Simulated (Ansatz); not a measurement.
The pair A = AsH3 (SMILES [AsH3]) (first 4 atoms), B = H2Se (SMILES [SeH2]); geometry from B3LYP-D3(BJ)/def2-TZVP.
(charge 0, multiplicity 1):
```xyz
7

As    -0.1887    -0.1176    -0.3551
H     -0.1534    -0.0902    -1.8806
H      1.3100     0.1333    -0.2509
H     -0.5074     1.3694    -0.2698
Se    -0.0350    -0.5231     3.3477
H     -1.4788    -0.5916     3.0855
H     -0.2655    -0.0142     4.7095
```

Cores are frozen in the correlated methods. Filled d and f shells under p-block atoms count as core.

Run with Ansatz (a program for electronic structure) with Gaussian orbitals. Each number belongs to the level named beside it.

Total energies (hartree), monomers frozen at their geometry in the pair:

```csv
structure,PBE/def2-TZVPPD,B3LYP/def2-TZVPPD,CCSD(T)/aug-cc-pVDZ
AB,-4639.7039881,-4640.5025750,-4637.2039467
A in the pair's basis,-2237.3180419,-2237.7118436,-2236.0644928
B in the pair's basis,-2402.3848448,-2402.7910521,-2401.1381517
A,-2237.3178768,-2237.7117017,-2236.0640031
B,-2402.3847993,-2402.7910029,-2401.1374767
```

Problem. Work out the interaction energy without and with the counterpoise correction, and the superposition error, for each level.

Solution. 
E(AB) − E(A) − E(B), times 627.509 kcal/mol, with the monomers in their own basis and then in the pair's basis:
- PBE/def2-TZVPPD: -0.82 uncorrected, -0.69 corrected; the monomers gain 0.13 kcal/mol from borrowed functions
- B3LYP/def2-TZVPPD: 0.08 uncorrected, 0.20 corrected; the monomers gain 0.12 kcal/mol from borrowed functions
- CCSD(T)/aug-cc-pVDZ: -1.55 uncorrected, -0.82 corrected; the monomers gain 0.73 kcal/mol from borrowed functions
